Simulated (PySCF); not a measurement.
Diatomics with 14 electrons

r²SCAN in PySCF with def2-SVPD on every atom, for the lowest determinant that a PBE0 search found; no spin–orbit coupling. All have 14 electrons, 10 of them in the valence shells, and the same state, a singlet (closed shell). For ions De leads to the atom and ion picked by measured ionisation energies and electron affinities.

| species | difference of nuclear charges | Re (Å) | ωe (cm⁻¹) | k (mdyn/Å) | De (eV) | dissociates to |
| --- | --- | --- | --- | --- | --- | --- |
| CN⁻ | 1 | 1.178 | 2172 | 18.0 | n/a | C⁻ + N |
| BO⁻ | 3 | 1.240 | 1739 | 11.6 | 9.56 | B + O⁻ |
| BeF⁻ | 5 | 1.469 | 982 | 3.47 | 3.54 | Be + F⁻ |
| BF | 4 | 1.273 | 1361 | 7.61 | 7.75 | B + F |

Q: Which member of the whole set has the stiffest bond, and how does it compare with the softest?

A: CN⁻ with k = 18.0 mdyn/Å, 5.2 times that of BeF⁻.

For an ion De counts to the pair picked by the measured ionisation energies or electron affinities, which need not be the lowest pair at this level. The highest Kohn–Sham level is positive in some of these anions. Much of that is self-interaction error, but it also means that the finite basis helps to hold the extra electron.
